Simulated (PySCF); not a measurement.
**Ionising SrBr**

PBE; Sr def2-SVP with ECP28, Br def2-SVP; scalar-relativistic core potentials (PySCF 2.14). Neutral (UKS): doublet (σ ↑), Re = 2.760 Å, ωe = 217 cm⁻¹, De = 3.89 eV, HOMO -3.63 eV, LUMO -2.82 eV.

SrBr⁺ (UKS): singlet (closed shell), Re = 2.652 Å, ωe = 260 cm⁻¹, De = 3.93 eV to Sr⁺ + Br. The energies at the minima are -2604.22352 hartree for SrBr and -2604.01589 for SrBr⁺.

(1) Work out the adiabatic ionisation energy, without and with harmonic zero-point energies (1 hartree = 27.2114 eV, 1 eV = 8065.5 cm⁻¹), and the change of the bond length.

For an ion De counts to the pair picked by the measured ionisation energies or electron affinities, which need not be the lowest pair at this level. States were picked by a PBE0 search and need not be the measured ground states.

## Answers

(1) At PBE: 0.20763 hartree = 5.650 eV between the minima; the zero-point term (260.0 − 217.0)/2 cm⁻¹ = +0.003 eV makes it 5.653 eV. Re changes by -10.8 pm against the neutral. The electron leaves a σ orbital; in so polar a molecule the change of length follows mostly from the change of the ionic charges.
